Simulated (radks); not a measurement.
Initial-state core-level shifts of the xenon ion Xe2+ when its valence configuration changes from [Kr] 4d10 5s2 5p4. Method: scalar-relativistic Kohn-Sham, PBE, spin-polarised, spherical densities, point nucleus; open shells are filled with parallel spins first (spin-orbit coupling, left out, can overturn this in heavy ions); computed with a radial shooting solver on a logarithmic mesh with Libxc functionals. Shifts are changes of the shell-averaged eigenvalues in eV (positive: less bound).

valence,1s,2p,3s,3p
4d10 5s1.5 5p4.5,-0.702,-0.693,-0.709,-0.708
4d9 5s2 5p5,-10.402,-11.013,-10.383,-10.385
4d10 5p6,-2.838,-2.797,-2.859,-2.856
4d8 5s2 5p6,-20.963,-22.235,-20.890,-20.895
4d10 5s0.5 5p5.5,-2.142,-2.111,-2.157,-2.155
4d9.5 5s2 5p4.5,-5.182,-5.481,-5.177,-5.178
4d10 5s1 5p5,-1.401,-1.381,-1.413,-1.412
